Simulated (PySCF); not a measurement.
F4Si, SMILES F[Si-](F)(F)F (connectivity only; charge and spin as stated), charge -1, multiplicity 2. Atoms are numbered in the order given.

```xyz
5

Si     0.0000     0.0000     0.3022
F      1.3164     0.0000    -0.7235
F     -1.3164     0.0000    -0.7235
F      0.0000     1.7050     0.4884
F      0.0000    -1.7050     0.4884
```
Charge -1, spin multiplicity 2.

Geometry: PBE0-D3(BJ)/def2-SVPD.

Two levels are set side by side: PBE/pcH-1 (PySCF) and B3LYP/pcH-1 (PySCF). Contact hyperfine couplings, same geometry. Differences are taken from unrounded values.

```tsv
quantity	PBE
A(iso) of 29Si, atom Si1 (MHz)	-1233.7
A(iso) of 19F, atom F2 (MHz)	193.0
A(iso) of 19F, atom F3 (MHz)	193.0
A(iso) of 19F, atom F4 (MHz)	783.8
A(iso) of 19F, atom F5 (MHz)	783.8
```

Q: These are the PBE values. What does B3LYP give? (The exact figures need the calculation; the answer reports its results.)

A: 
```tsv
quantity	B3LYP	PBE minus B3LYP
A(iso) of 29Si, atom Si1 (MHz)	-1348.9	115.2
A(iso) of 19F, atom F2 (MHz)	196.3	-3.3
A(iso) of 19F, atom F3 (MHz)	196.3	-3.3
A(iso) of 19F, atom F4 (MHz)	847.7	-63.9
A(iso) of 19F, atom F5 (MHz)	847.7	-63.9
```

Rough cost on one machine, each run with all the roots and properties that it gave: B3LYP against PBE within a factor of 2.
